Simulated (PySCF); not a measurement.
Au(PF3)(OH) (singlet state).
Bonds: Au1–P2, Au1–O6, P2–F3, P2–F4, P2–F5. Hydrogens: H7 on O6.

Method: PBE0-D3(BJ)/def2-SVP geometry optimisation, gas phase, def2 core potentials past Kr (PySCF 2.14.0).

What internal coordinates does the optimisation give?

```
               bond  length (bohr)
             Au1–P2          4.105
             Au1–O6          3.677
P2–F3, P2–F4, P2–F5          2.972
              O6–H7          1.822
```

Bonds in one row agree within 0.02 bohr and their mean is given. A selection of angles:
```
    angle  degrees
P2–Au1–O6    177.3
Au1–P2–F3    118.5
Au1–P2–F4    118.3
 F3–P2–F4     99.3
Au1–O6–H7    111.4
```

O6 (oxygen bonded to Au and H) is bent (angle 111.4°). Au1 (gold bonded to O and P) is almost linear (angle 177.3°). All 3 F–P bonds measure 1.572 to 1.573 Å. P2 (phosphorus bonded to Au and 3 F) is distorted tetrahedral (angles from 98.9° to 118.6°).

Point group: near Cs, missed by 0.17 Å at most; the miss may be what the optimiser left on a soft mode. Whether it is a minimum is left open (no frequencies).

The run took 53 s of wall time on x86-64 server, one thread, on a shared host. That covers the optimisation of the geometry.
